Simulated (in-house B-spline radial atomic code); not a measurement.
Ionising Hg II (Hg+) with different functionals

Computed with a radial B-spline atomic code at the basis-set limit: four-component Dirac-Coulomb Hamiltonian, Fermi nucleus of rms radius 5.4648 fm, spin-restricted, spherical fractional occupations for the functionals, and exact exchange of hybrids averaged over the configuration. The ionisation energy is the difference of two self-consistent energies, [Xe] 4f14 5d10 6s1 → [Xe] 4f14 5d10, without Breit or QED terms; ε is the level of the shell that loses the electron (mean over j).

```csv
method,rung,ΔSCF (eV),-ε(6s) (eV)
B3LYP,global hybrid,19.01,15.63
B97-1,global hybrid,18.67,15.39
HSE06,range-separated hybrid,18.72,15.23
wB97X,range-separated hybrid,18.44,17.78
```

Question: Among the functionals, which spreads more, the ΔSCF values or the orbital energies?

Answer: The orbital energies: ΔSCF values span about 0.57 eV and the orbital energies 2.55 eV; here energy differences depend much less on the functional than eigenvalues do.

Question: How do they compare with the NIST value?

Answer: NIST lists 18.757 eV (measured, ground level to ground level). Errors run from -0.32 to +0.25 eV; HSE06 is closest (-0.04 eV), but part of that can be cancellation, since the calculations leave out Breit-QED terms, spin polarisation.
